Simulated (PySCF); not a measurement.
## Correlation energy of Sb³⁷⁺ (antimony, charge +37)

[Ne] 3s2 3p2, high-spin 3P determinant. All numbers are calculated (PySCF 2.14, scalar relativity by spin-free X2C-1e, in an even-tempered Gaussian basis (18 s from 6.2 bohr⁻², ratio 2.5; 12 p from 8.1 bohr⁻², ratio 2.5; 4 d from 33 bohr⁻², ratio 2.7; 4 f from 50 bohr⁻², ratio 2.7)). Frozen: 1s2; 12 electrons correlated; the 21 highest virtual orbitals of each spin left out.

| level | correlation energy (mhartree) |
| --- | --- |
| CCSD | -518.69 |
| (T) | -1.10 |
| CCSD(T) | -519.79 |

Diagnostics: T1 = 0.00073, D1 = 0.0032, largest double amplitude 0.057.

Spin-orbit coupling is strong in this species (close to jj coupling), so the high-spin LS determinant is a model state, not a physical level.

Cost of the coupled-cluster step: of the order of 30 core-seconds, for 12 correlated electrons.

Iterations:

```
CC2 = 0
CCSD nocc = (np.int64(7), np.int64(5)), nmo = (80, 80)
frozen orbitals [[0, 81, 82, 83, 84, 85, 86, 87, 88, 89, 90, 91, 92, 93, 94, 95, 96, 97, 98, 99, 100, 101], [0, 81, 82, 83, 84, 85, 86, 87, 88, 89, 90, 91, 92, 93, 94, 95, 96, 97, 98, 99, 100, 101]]
max_cycle = 100
direct = 0
conv_tol = 1e-08
conv_tol_normt = 1e-06
diis_space = 8
diis_start_cycle = 0
Init t2, MP2 energy = -0.496939973526091
Init E_corr(UCCSD) = -0.496939973529633
cycle = 1  E_corr(UCCSD) = -0.513413486677987  dE = -0.0164735131  norm(t1,t2) = 0.0140385
cycle = 2  E_corr(UCCSD) = -0.517321988797653  dE = -0.00390850212  norm(t1,t2) = 0.00384991
cycle = 3  E_corr(UCCSD) = -0.518711440273638  dE = -0.00138945148  norm(t1,t2) = 0.00112834
cycle = 4  E_corr(UCCSD) = -0.518692855444555  dE = 1.85848291e-05  norm(t1,t2) = 6.03726e-05
cycle = 5  E_corr(UCCSD) = -0.518693078638408  dE = -2.23193853e-07  norm(t1,t2) = 2.40287e-06
cycle = 6  E_corr(UCCSD) = -0.518693055386742  dE = 2.32516658e-08  norm(t1,t2) = 1.33969e-07
cycle = 7  E_corr(UCCSD) = -0.518693055208239  dE = 1.78503101e-10  norm(t1,t2) = 1.29168e-08
UCCSD converged
E(UCCSD) = -5318.706875435122  E_corr = -0.5186930552082388
UCCSD(T) correction = -0.0010981141359934
```

At this charge the one-electron X2C treatment keeps the bare 1/r₁₂, with no two-electron picture change or Breit term. The effect here is smaller than on the frozen 1s shell; and a scalar Hamiltonian misses the large spin-orbit splitting of the p shells, which matters for ns² → np² pairs.

Spin-orbit coupling is strong in this species, so the high-spin LS determinant is a model state.
